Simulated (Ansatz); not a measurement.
## Scan of the Ga2–H3 bond length

GaHCl (SMILES [Cl][GaH]), doublet, at its PBE0-D4/def2-TZVP minimum:

```csv
atom,x (Å),y (Å),z (Å)
Cl1,1.5307,-0.1913,0.8057
Ga2,-0.3311,-0.5835,-0.2328
H3,-1.2105,0.7100,-0.5863
```

The bond length Ga2–H3 (1.604 Å at the minimum) is set to the values below, with the rest relaxed at PBE0-D4/def2-TZVP at each step. Each method's energies count from its own value at the PBE0-D4 minimum structure. Computed with Ansatz 0.2.0 (basis: def2-TZVPP); correlated methods freeze the cores; orbitals are unrestricted. Filled d shells of the heavier atoms are correlated. The def2 sets are not built for correlating such inner shells, so the correlated values are less sure here. B3LYP uses VWN-RPA correlation.

CCSD(T) energies along the scan:
| bond length (Å) | CCSD(T) (kcal/mol) |
| --- | --- |
| 1.411 | 5.75 |
| 1.467 | 2.45 |
| 1.549 | 0.21 |
| 1.644 | 0.34 |
| 1.750 | 2.70 |
| 1.864 | 6.66 |
| 1.985 | 11.49 |
| 2.112 | 16.40 |
| 2.245 | 20.75 |
They count from the CCSD(T) energy at the PBE0-D4 minimum.

Minimum and curvature along this coordinate at CCSD(T): A fifth-order fit through the nearest points gives 1.589 Å, with a curvature of about 12 eV/Å².

Largest difference from the CCSD(T) curve over the scan: PBE-D4 4.75; PBE0-D4 1.96; B3LYP-D4 4.66; wB97M-V 0.70 kcal/mol. Each curve counts from its own value at the minimum.

No T1 diagnostic of these runs exceeds 0.022. ⟨S²⟩ of the unrestricted Hartree–Fock references: 0.76 to 0.88 (a pure state has 0.75). The unrestricted reference is spin-contaminated, which hurts MP2 most.

For scale, one of the runs: CCSD(T)/def2-TZVPP, 104 basis functions (an equivalent command: `ansatz run in.yaml --threads 2`). Hardware: 2 CPU threads, shared host. Wall time about 4.9 s.
